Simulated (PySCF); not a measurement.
C3H3F4, charge +1, multiplicity 1. Atoms are numbered in the order given.

```xyz
10

F      1.6366    -0.2937    -1.0377
C      1.2300    -0.1013     0.1232
F      1.9485     0.6592     0.8046
C     -0.0023    -0.6575     0.6136
C     -1.2401     0.2599     0.2055
F     -1.1011     0.5725    -1.0814
F     -2.3161    -0.4718     0.3928
H     -0.1850    -1.6217     0.1116
H      0.0238    -0.7560     1.7088
H     -1.2755     1.1751     0.8208
```
Charge +1, spin multiplicity 1.

Geometry: PBE0-D3(BJ)/def2-SVP. The spin state was assumed, not searched. The isomer is the one that the SMILES or the coordinates give; other isomers of the formula were not compared. The values are those of a single conformer.

Computed with PBE0/pcSseg-1 in PySCF.

GIAO shieldings, no solvent; atoms listed in one row are averaged. δ = σ(ref) − σ: ¹⁹F against CFCl3 (σ = 167.2 ppm); ¹³C against TMS (σ = 186.3 ppm); ¹H against TMS (σ = 31.56 ppm), references at their B3LYP-D3(BJ)/def2-TZVP geometries, non-relativistic.

Computed chemical shifts:
```csv
nucleus,atoms,count,δ (ppm)
¹⁹F,F1,1,129.1
¹⁹F,F3,1,117.8
¹⁹F,F7,1,-82.2
¹⁹F,F6,1,-91.6
¹³C,C2,1,209.3
¹³C,C5,1,119.9
¹³C,C4,1,49.1
¹H,H10,1,7.07
¹H,H8,1,4.96
¹H,H9,1,4.70
```
